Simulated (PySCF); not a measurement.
r2SCAN on F⁻ (fluorine, charge -1), [Ne], closed-shell 1S. Computed with PySCF 2.14 in aug-cc-pwCVDZ (5s4p2d, 27 functions), with the non-relativistic Hamiltonian (point nucleus).

```
cycle= 1 E= -99.8189665958856  delta_E= -0.004  |g|= 0.0808  |ddm|= 0.21
cycle= 2 E= -99.809825383892  delta_E= 0.00914  |g|= 0.191  |ddm|= 0.232
cycle= 3 E= -99.8213103671496  delta_E= -0.0115  |g|= 0.0116  |ddm|= 0.152
cycle= 4 E= -99.8213590721639  delta_E= -4.87e-05  |g|= 0.000154  |ddm|= 0.0103
cycle= 5 E= -99.8213590800339  delta_E= -7.87e-09  |g|= 2.46e-06  |ddm|= 0.000131
cycle= 6 E= -99.8213590800363  delta_E= -2.44e-12  |g|= 2.07e-07  |ddm|= 2.39e-06
converged SCF energy = -99.8213590800363  <S^2> = -1.2434498e-14  2S+1 = 1
```

Highest occupied orbital energy: 1.370 eV; ⟨L²⟩ = 0.00; populations by l: s 4.00, p 6.00, d 0.00.

Problem. Can this result be used?

Solution. With care. The run converged. At r2SCAN the highest occupied level has a positive energy, so only the finite basis holds that electron; in a semilocal or global hybrid functional this comes from self-interaction and does not mean that the real anion is unbound.
